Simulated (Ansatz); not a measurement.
Saddle point of SiH$_{5}$Cl$_{2}$OF, singlet (SiH₂Cl₂ ([Cl][SiH2][Cl]) + H₂O + HF → SiH₃ClO ([OH][SiH2][Cl]) + HCl + HF; bonds formed: Cl2–H8, H6–F9; bonds broken: Si1–Cl2, H6–O7, H8–F9), PBE0-D4/def2-TZVP structure:

```xyz
10
angstrom
Si -0.8567 0.7268 -0.2877
Cl -0.8043 -1.8250 -0.7283
H -0.8894 0.7552 -1.7505
H -1.9845 0.3349 0.5595
Cl -0.7236 2.7910 0.1507
H 1.2245 -0.6020 0.4887
O 0.7094 0.4028 0.3964
H 0.6126 -2.0120 -0.0504
F 1.5630 -1.7541 0.4670
H 1.1490 1.1827 0.7544
```

Energies are electronic, without zero-point energy. Barriers and step energies count from the start structure reached by relaxing down the imaginary mode; all methods use the PBE0-D4 structures, on which another method's saddle can fall below an end. Computed with Ansatz 0.2.0 (basis: def2-TZVPP, with def2-QZVPP for the basis limit); correlated methods freeze the cores. B3LYP uses VWN-RPA correlation. Extrapolation: Hartree–Fock as exp(−7.88 √X), correlation as X^−2.97.

```json
{"method": "SPW92", "barrier (kcal/mol)": "-1.47", "step energy (kcal/mol)": "0.73"}
{"method": "PBE-D4", "barrier (kcal/mol)": "?", "step energy (kcal/mol)": "-7.55"}
{"method": "BLYP-D4", "barrier (kcal/mol)": "?", "step energy (kcal/mol)": "-12.12"}
{"method": "r2SCAN-D4", "barrier (kcal/mol)": "1.19", "step energy (kcal/mol)": "-8.90"}
{"method": "B97M-V", "barrier (kcal/mol)": "4.54", "step energy (kcal/mol)": "-12.09"}
{"method": "PBE0-D4", "barrier (kcal/mol)": "2.48", "step energy (kcal/mol)": "-8.65"}
{"method": "B3LYP-D4", "barrier (kcal/mol)": "2.17", "step energy (kcal/mol)": "-12.55"}
{"method": "r2SCAN0-D4", "barrier (kcal/mol)": "2.53", "step energy (kcal/mol)": "-9.43"}
{"method": "BHLYP-D4", "barrier (kcal/mol)": "4.10", "step energy (kcal/mol)": "-13.89"}
{"method": "CAM-B3LYP-D4", "barrier (kcal/mol)": "2.10", "step energy (kcal/mol)": "-12.40"}
{"method": "wB97X-V", "barrier (kcal/mol)": "3.14", "step energy (kcal/mol)": "-11.68"}
{"method": "wB97M-V", "barrier (kcal/mol)": "3.66", "step energy (kcal/mol)": "-10.30"}
{"method": "B2PLYP", "barrier (kcal/mol)": "2.79", "step energy (kcal/mol)": "-13.54"}
{"method": "PBE-QIDH", "barrier (kcal/mol)": "?", "step energy (kcal/mol)": "-10.27"}
{"method": "RPA on PBE", "barrier (kcal/mol)": "2.97", "step energy (kcal/mol)": "-15.36"}
{"method": "HF", "barrier (kcal/mol)": "7.69", "step energy (kcal/mol)": "-22.49"}
{"method": "MP2", "barrier (kcal/mol)": "3.15", "step energy (kcal/mol)": "-12.38"}
{"method": "CCSD", "barrier (kcal/mol)": "4.54", "step energy (kcal/mol)": "-15.50"}
{"method": "CCSD(T)", "barrier (kcal/mol)": "3.82", "step energy (kcal/mol)": "-13.90"}
```

Task: Fill in the withheld barriers. (An estimate is asked for; the value comes from the calculation.)

Result: Computed: PBE-QIDH 3.51; BLYP-D4 0.99; PBE-D4 0.87 kcal/mol. Each is the energy of the saddle less that of the start structure, by the same method.

For comparison, the barrier by CCSD(T) at an estimated basis limit (MP2 extrapolated from triple and quadruple zeta, plus CCSD(T) − MP2 in triple zeta) is 4.41 kcal/mol.

No T1 diagnostic of these runs exceeds 0.010.

Labels in which every atom is bracketed show which atoms are joined, not bond orders.

For scale, one of the runs: CCSD(T)/def2-TZVPP, 258 basis functions, launched by `ansatz run in.yaml --threads 8 --pin off --events-out ev --progress --plain --max-ram 19148MiB`. The run took 63 s on 8 CPU threads of an Intel Xeon (shared host), with 5.8 GiB of host memory at its peak.
